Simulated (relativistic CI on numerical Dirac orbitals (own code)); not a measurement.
A reference radial Dirac CI calculation of Cr⁺ gave the lowest total energy -1048.98261 Ha in 23 SCF steps, from this input:

```
atom Cr  Z=24  charge=1  electrons=23
nucleus A=52  rms_radius_fm=3.6452
hamiltonian dirac-coulomb  breit=on  qed=on  c_scale=1
orbitals kli  potential=per-configuration
slater_scale 1
correlation none
mixing on
grid step=0.0125 r_max=74.5
scf mixing=0.4 start=green max_iterations=150 tolerance=2e-08 node_fill=0.05
configurations
  [Ar] 3d5
  [Ar] 3d4 4s
end
```

One setting was then changed (and the iteration limit cut to 83), and the output read:

```
SCF 1: [Ar] 3d5
 iter      energy (Ha)   residual   last orbital (Ha)
    1     -1046.350543   1.09e+00     -1.24590
    2     -1049.211666   2.97e-01     -0.63570
    3     -1049.351813   1.05e-01     -0.57070
    4     -1049.377853   3.29e-02     -0.60176
    5     -1049.379937   1.61e-02     -0.59025
    6     -1049.379980   1.82e-03     -0.57607
    7     -1049.380034   9.08e-04     -0.57685
    8     -1049.380086   9.41e-05     -0.57764
    9     -1049.380082   1.28e-05     -0.57758
   10     -1049.380082   4.23e-07     -0.57757
   11     -1049.380082   1.51e-08     -0.57757
error: orbital 3d3/2 not found
end: not converged
```

Q: Which setting was changed?
A. speed of light
B. Breit term
C. end of the grid
D. QED terms

A: C. The end of the grid at 11.17 bohr. This setting is bad on purpose; its numbers may not be properties of the ion.
